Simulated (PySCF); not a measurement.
## Electron correlation in Cl²⁺ (chlorine, charge +2)

[Ne] 3s1 3p3 4s1, high-spin 6S determinant (an excited configuration). All numbers are calculated (PySCF 2.14, scalar relativity by spin-free X2C-1e, in x2c-QZVPPall with one added diffuse shell each of s, p, d, f type (10s7p5d3f1g, 86 functions)). Frozen: [Ne]; 5 electrons correlated.

```tsv
level	correlation energy (mhartree)
CCSD	-50.68
(T)	-0.94
CCSD(T)	-51.62
```

Diagnostics: T1 = 0.0068, D1 = 0.0215, largest double amplitude 0.045.

The outer electron is Rydberg-like, and this basis confines it to a smaller radius and binds it less than a complete one would.

Cost of the coupled-cluster step: of the order of 11 core-seconds, for 5 correlated electrons.

Iterations:

```
CC2 = 0
CCSD nocc = (np.int64(5), np.int64(0)), nmo = (81, 81)
frozen orbitals [[0, 1, 2, 3, 4], [0, 1, 2, 3, 4]]
max_cycle = 100
direct = 0
conv_tol = 1e-08
conv_tol_normt = 1e-06
diis_space = 8
diis_start_cycle = 0
Init t2, MP2 energy = -0.0394051142193788
Init E_corr(UCCSD) = -0.0394051142966675
cycle = 1  E_corr(UCCSD) = -0.0476975680865548  dE = -0.00829245379  norm(t1,t2) = 0.0316322
cycle = 2  E_corr(UCCSD) = -0.0498162327309604  dE = -0.00211866464  norm(t1,t2) = 0.0101318
cycle = 3  E_corr(UCCSD) = -0.0507165992486426  dE = -0.000900366518  norm(t1,t2) = 0.00351586
cycle = 4  E_corr(UCCSD) = -0.0506792265818376  dE = 3.73726668e-05  norm(t1,t2) = 0.000312385
cycle = 5  E_corr(UCCSD) = -0.0506794583249604  dE = -2.31743123e-07  norm(t1,t2) = 2.78538e-05
cycle = 6  E_corr(UCCSD) = -0.0506792037821419  dE = 2.54542819e-07  norm(t1,t2) = 2.45578e-06
cycle = 7  E_corr(UCCSD) = -0.0506792572831709  dE = -5.3501029e-08  norm(t1,t2) = 3.97621e-07
cycle = 8  E_corr(UCCSD) = -0.0506792494703013  dE = 7.81286955e-09  norm(t1,t2) = 6.3514e-08
UCCSD converged
E(UCCSD) = -458.6596849031094  E_corr = -0.05067924947030134
UCCSD(T) correction = -0.000940379198188321
```
